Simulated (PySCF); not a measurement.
## How methods differ on the ionisation energy of P²⁺

P²⁺ [Ne] 3s2 3p1 (2P) → P³⁺ [Ne] 3s2 (1S), as a difference of total energies. Computed with PySCF 2.14 in dyall-av3z (19s12p3d2f, 84 functions), with the non-relativistic Hamiltonian (point nucleus). Correlated levels: valence: [Ne] frozen; virtual orbitals above 40 to 60 times the deepest correlated orbital energy dropped. The calculations carry no spin-orbit coupling.

```
           method  ionisation energy (eV)
              UHF                  29.582
              LDA                  30.204
              PBE                  30.240
             PBE0                  30.261
           r2SCAN                  30.367
            TPSSh                  30.366
           B2PLYP                  30.084
        CAM-B3LYP                  30.270
             BP86                  30.332
    MP2 (valence)                  29.879
SCS-MP2 (valence)                  29.868
```

Task: How much does correlation contribute at MP2 (valence)?

Result: 29.879 − (29.582) = 0.297 eV, measured against UHF.

A first-order spin-orbit estimate (lowest level to lowest level, LS coupling) adds 0.041 eV.

Errors of the correlated levels include the incompleteness of this basis and the frozen core.

For comparison: 30.203 eV (measured; NIST Atomic Spectra Database, ionization energies).
